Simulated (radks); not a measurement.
Coulomb parameter of the 5d shell of the hafnium ion Hf+ in the model configuration [Xe] 4f14 5d2 6s1, as a second difference U = [E(n + 0.25) + E(n - 0.25) - 2 E(n)] / (0.25)^2 with all orbitals relaxed. "Bare": the charge of the atom changes with n. "Screened": the 6s shell takes up the change at fixed total charge, which measures U(5d,5d) + U(6s,6s) - 2 U(5d,6s). Calculated with a radial shooting solver on a logarithmic mesh with Libxc functionals: scalar-relativistic Kohn-Sham, LDA (Slater exchange, Perdew-Wang correlation), spin-unpolarised, spherical densities, finite nucleus; Fermi nuclear charge, rms radius 5.347 fm.

case,configuration,E - E(n) (eV)
start,[Xe] 4f14 5d2 6s1,0.000
bare +0.25,[Xe] 4f14 5d2.25 6s1,-2.111
bare -0.25,[Xe] 4f14 5d1.75 6s1,2.641
screened +0.25,[Xe] 4f14 5d2.25 6s0.75,0.459
screened -0.25,[Xe] 4f14 5d1.75 6s1.25,-0.423

U(bare) = 8.485 eV, U(screened by 6s) = 0.566 eV, against the Slater integral F0(5d,5d) = 10.937 eV with frozen orbitals.
